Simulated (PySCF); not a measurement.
Geometry:
```
atom   x (Å)   y (Å)   z (Å)
  B1   0.003  -0.004  -0.010
  C2   1.576  -0.056  -0.029
  H3   1.952   0.432   0.890
  H4   1.972   0.560  -0.856
  H5   2.019  -1.061  -0.090
  C6  -0.739   1.385  -0.003
  H7  -1.372   1.452   0.900
  H8  -1.450   1.430  -0.847
  H9  -0.090   2.272  -0.042
 C10  -0.830  -1.340   0.023
 H11  -1.923  -1.219   0.053
 H12  -0.519  -1.948   0.891
 H13  -0.569  -1.954  -0.858
```

Geometry: PBE0-D3(BJ)/def2-SVP; GIAO absolute shieldings from PySCF 2.14, gas phase, non-relativistic, averaged over equivalent atoms.

At B3LYP/pcSseg-1 (113 basis functions, 5.1 s wall time on 1 thread of an Arm Neoverse V2, shared host):
| atoms | σ (ppm) |
| --- | --- |
| B1 | 7.4 |
| C2/C6/C10 | 163.5 |
| H3/H4/H5/H7/H8/H9/H11/H12/H13 | 30.52 |

**Question.** Estimate the result of repeating the calculation with PBE0/pcSseg-1.

**Answer.** 
```csv
atoms,σ at PBE0/pcSseg-1,change
B1,11.5,+4.1
C2/C6/C10,168.1,+4.6
H3/H4/H5/H7/H8/H9/H11/H12/H13,30.38,-0.14
```

The largest change is at C2/C6/C10 (carbon bonded to B, 3 H). Cost: 113 basis functions, 8.2 s wall time on 1 thread of an Arm Neoverse V2, shared host.

A carbon bonded to boron is broadened by the quadrupolar boron nucleus and is often missing from a measured spectrum.
